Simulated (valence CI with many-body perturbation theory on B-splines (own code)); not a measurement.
Values are calculated unless marked as measured or tabulated.
## From CI to CI+MBPT in Pr⁹⁺

Method: relativistic CI+MBPT: four valence electrons over a frozen Dirac-Fock core [Kr] 4d10, radial functions for each j: 8 s, 8 p, 9 d, 9 f, 6 g, 3 h, 2 i, with the one-electron correlation potential Σ1, the two-electron term Σ2, the three-electron term Σ3, Breit, model QED; selected CI, second order for the rest, scaled by the run's own slope (own B-spline code, finite nucleus).

No measured levels were compared; by estimate terms of the open shell hold to a few per cent of their energy, and close levels can change places; configurations with another count of f electrons can be misplaced by thousands of cm⁻¹. Core correlation moves these levels by up to 49000 cm⁻¹, and in measured spectra 5 to 20 % of such shifts remained as error; rates that hang on mixing are uncertain with them.

Each rung adds one term. CI alone is the Dirac-Coulomb CI over the frozen core; QED comes last and gives the full result, which names the levels. Energies are above 5s²5p² ³P_0 on the same rung, in eV. A blank means that the level has no clear partner on that rung.

Names give the largest LS component (configuration and term), which can be under half, so a name can repeat, a term be missing and a line seem to break the LS rules; names also repeat where a configuration has a term twice.

```csv
Level,CI alone
4f5s²5p ³G_3,5.705
4f5s²5p ³F_3,6.320
5s²5p² ³P_1,3.402
4f5s²5p ³G_4,6.562
4f5s²5p ¹F_3,9.678
4f5s²5p ³F_4,10.113
4f5s²5p ³G_5,10.753
4f5s²5p ³D_3,10.791
4f5s²5p ³D_1,11.302
4f5s²5p ¹G_4,11.551
4f²5s² ³H_4,15.824
4f²5s² ³H_5,16.087
4f²5s² ³H_6,16.362
4f²5s² ³F_3,16.817
4f²5s² ³F_4,16.851
4f²5s² ¹G_4,17.210
```

**Question.** What do these energies become with core correlation, Breit and QED?

**Answer.** 4f5s²5p ³G_3 2.850 (-2.8550); 4f5s²5p ³F_3 3.493 (-2.8271); 5s²5p² ³P_1 3.537 (+0.1352); 4f5s²5p ³G_4 3.740 (-2.8216); 4f5s²5p ¹F_3 7.007 (-2.6714); 4f5s²5p ³F_4 7.446 (-2.6674); 4f5s²5p ³G_5 8.039 (-2.7144); 4f5s²5p ³D_3 8.044 (-2.7475); 4f5s²5p ³D_1 8.461 (-2.8416); 4f5s²5p ¹G_4 8.792 (-2.7589); 4f²5s² ³H_4 9.465 (-6.3589); 4f²5s² ³H_5 9.756 (-6.3312); 4f²5s² ³H_6 10.064 (-6.2987); 4f²5s² ³F_3 10.470 (-6.3468); 4f²5s² ³F_4 10.536 (-6.3148); 4f²5s² ¹G_4 10.975 (-6.2347).

**Question.** How does the ionisation energy move along the ladder, and which term matters most?

**Answer.** CI alone 145.57, + Σ1 147.27, + Σ2 146.79, + Σ3 146.74, + Breit 146.63, + QED 146.64 eV. The largest step is Σ1, 1.70 eV. NIST lists 148 ± 7 eV (theoretical).
